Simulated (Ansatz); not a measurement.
Reaction (formal exchange of groups at a C–O bond): `C[O][Ge]([OH])([Cl])[Cl]` + `C[SiH](F)C#N` → `C[Si](C)(F)C#N` + `[OH][Ge]([OH])([Cl])[Cl]`

Isolated molecules relaxed with PBE0-D4/def2-TZVP in Ansatz; ΔE leaves out vibrations. CBS: MP2 limit from def2 TZ/QZ plus the TZ coupled-cluster correction, frozen cores. DFT in def2-TZVPP. B3LYP here is the variant with VWN-RPA as its local correlation; programs differ in this. For Ge outer-core shells are correlated without core-valence functions, which leaves a few kJ/mol of doubt a bond. Scalar relativity is left out up to krypton. Each species was taken in one conformer, which may not be the lowest.

| level | ΔE (kcal/mol) | difference from CCSD(T)/CBS |
| --- | --- | --- |
| PBE-D4 | -26.1 | 0.2 |
| PBE0-D4 | -26.7 | -0.4 |
| ωB97X-V | -25.2 | 1.1 |
| ωB97M-V | -26.6 | -0.3 |
| B2PLYP | -25.4 | 0.9 |
| r2SCAN | -27.0 | -0.7 |
| PBE0 | -26.6 | -0.3 |
| B3LYP | -24.7 | 1.6 |
| MP2/def2-TZVPP | -27.0 | -0.7 |
| SCS-MP2/def2-TZVPP | -25.1 | 1.2 |
| CCSD/def2-TZVPP | -25.5 | 0.8 |
| CCSD(T)/def2-TZVPP | -25.6 | 0.7 |
| HF/def2-QZVPP | -23.0 | 3.3 |
| MP2/def2-QZVPP | -27.3 | -1.0 |
| HF/CBS(def2) | -23.0 | 3.3 |
| CCSD/CBS(def2) | -26.2 | 0.1 |
| CCSD(T)/CBS | -26.3 | 0 |

Largest T1 diagnostic among the species: 0.012.

In def2-TZVPP, CCSD(T) changes the Hartree–Fock value by −2.5 kcal/mol (the triples alone add −0.1 kcal/mol) and MP2 by −3.8 kcal/mol.
